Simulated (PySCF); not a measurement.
# [Tm(H2O)2]3+: from a saddle point downhill

PySCF 2.14.0, RKS PBE0, Tm lcecp-1-SVP with ECP58, O def2-SVP, H def2-SVP; non-relativistic Hamiltonian with scalar-relativistic core potentials where named; density fitting; no spin-orbit coupling. Relaxed within the symmetry of its start, the geometry (D2d) is

```xyz
7

Tm    0.0000    0.0000    0.0000
O     0.0000    0.0000    2.2049
H     0.5465    0.5465    2.8308
H    -0.5465   -0.5465    2.8308
O     0.0000    0.0000   -2.2049
H     0.5465   -0.5465   -2.8308
H    -0.5465    0.5465   -2.8308
```

and its lowest harmonic modes are -67, -67, 149, 435, 437, 666 cm⁻¹ (negative: unstable). It was moved along the lowest mode and relaxed again, within the group Cs that the move left.

(1) Where does it end, and how much lower?

(2) How do the contacts change?

No frequency check is given for the end, and other unstable modes may remain.

An lcecp potential fixes the number of 4f electrons, so in runs with it no electron can move into or out of that shell.

State: singlet in the valence, with the 4f electrons in the core potential.

## Answers

(1) In Cs, 0.198 eV lower, after 21 steps:
```xyz
7

Tm   -0.7828    0.7827    0.0221
O     0.1404   -0.1468    1.7570
H     0.9424    0.1483    2.2682
H    -0.1566   -0.9507    2.2642
O     0.0889   -0.0825   -1.7635
H     0.7903   -0.7836   -1.8306
H    -0.1119    0.1218   -2.7172
```

(2) 
```tsv
contact	saddle (Å)	end (Å)
Tm1–O2 (H2O)	2.205	2.174
Tm1–O5 (H2O)	2.205	2.167
```
